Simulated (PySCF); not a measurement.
**Ionisation energy of Ni by level of theory**

Ni [Ar] 3d8 4s2 (3F) → Ni⁺ [Ar] 3d9 (2D), as a difference of total energies. Computed with PySCF 2.14 in ANO-RCC-VTZP, with scalar relativity by spin-free X2C-1e. Correlated levels: valence: [Ar] frozen. The calculations carry no spin-orbit coupling.

```
           method  ionisation energy (eV)  plus first-order spin-orbit estimate  error of that sum (eV)
              UHF                   8.235                                 8.287                  +0.647
    MP2 (valence)                   6.863                                 6.915                  -0.725
SCS-MP2 (valence)                   7.081                                 7.133                  -0.507
   CCSD (valence)                   7.750                                 7.802                  +0.162
CCSD(T) (valence)                   7.699                                 7.751                  +0.111
```

Reference: 7.640 eV (measured; NIST Atomic Spectra Database, ionization energies).

A first-order spin-orbit estimate (lowest level to lowest level, LS coupling) adds 0.052 eV.

Errors of the correlated levels include the incompleteness of this basis and the frozen core.
